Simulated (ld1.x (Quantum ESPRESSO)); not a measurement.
# gallium (Ga): excitation energies, all-electron against TM

ld1.x (Quantum ESPRESSO) 7.5 input, shortened:

```
&input
   title='Ga', zed=31., rel=2, dft='BLYP', iswitch=3,
   config='[Ar] 3d10 4s1 4p0', rel_dist='average'
 /
 &inputp
   pseudotype=2, tm=.true., lloc=-1, rcloc=0.50,
   nlcc=.true., new_core_ps=.true., rcore=0.45
 /
3
4S  1  0   1.00   0.00  1.55  1.55  0.0
4P  2  1   0.00   0.00  2.15  2.15  0.0
3D  3  2  10.00   0.00  0.65  0.65  0.0
 &test
   configts(1)='3d10 4s1 4p0'
 /
```

Open shells are filled in proportion to 2j + 1 (rel_dist='average').

Energies are relative to the spin-unpolarised reference configuration 3d10 4s1 4p0; without spin polarisation the order of configurations can differ from experiment. Not all tests gave a result: 2 of 7 tests not solved or not reliable. Left out of the table: 3d10 4s2 4p1.3 (pseudo-atom not self-consistent, printed error +3.7 meV); 3d9 4s2 4p2 (solver errors, printed error -2118 eV).

```json
{"valence configuration": "3d10 4s2 4p1", "charge": "0", "ΔE all-electron (eV)": "-26.910", "error AE − PS (meV)": "+2.6"}
{"valence configuration": "3d10 4s0 4p3", "charge": "0", "ΔE all-electron (eV)": "-13.409", "error AE − PS (meV)": "-1.1"}
{"valence configuration": "3d10 4s1 4p2", "charge": "0", "ΔE all-electron (eV)": "-20.328", "error AE − PS (meV)": "+1.1"}
```

**Question.** What are ΔE and the potential's error for 3d10 4s0 4p0?

**Answer.** ΔE = 31.547 eV all-electron; the error (AE − PS) is -15 meV.

**Question.** What are ΔE and the potential's error for 3d10 4s2 4p0?

**Answer.** ΔE = -21.239 eV all-electron; the error (AE − PS) is -0.9 meV.

Note: ghost states, extra bound levels that the all-electron valence spectrum of the same l lacks: s at -712.1 eV, p3/2 at -246.3 eV, p1/2 at -242.5 eV. A true bound ghost makes a file unfit for plane-wave use.
